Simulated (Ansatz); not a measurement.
Ansatz (a first-principles code) input:

Ansatz 0.2 input:
```yaml
crystal:
  periodic: [false, false, false]
  atoms:
    - {symbol: Mo, position_ang: [0.04057391, 0.00758970, 0.01736898]}
    - {symbol: H, position_ang: [-0.63584112, -1.52723350, -0.27210965]}
    - {symbol: H, position_ang: [-1.06826297, 1.20846624, -0.45738752]}
basis:
  gaussian:
    orbitals: STO-3G
magnetization: {spin_polarized: true, initial_magnetization: 2}
correlation: {method: ccsd_t, electrons: outside_noble_gas}
```

### Question
Predict the final energy.

### Answer
-3937.01234 Eh (CCSD(T)/STO-3G). The basis has 29 functions.

The spin state was set by rule; other spins were not relaxed.

The determinant is spin-contaminated: <S^2> is 2.42 against 2.00 for a pure state.
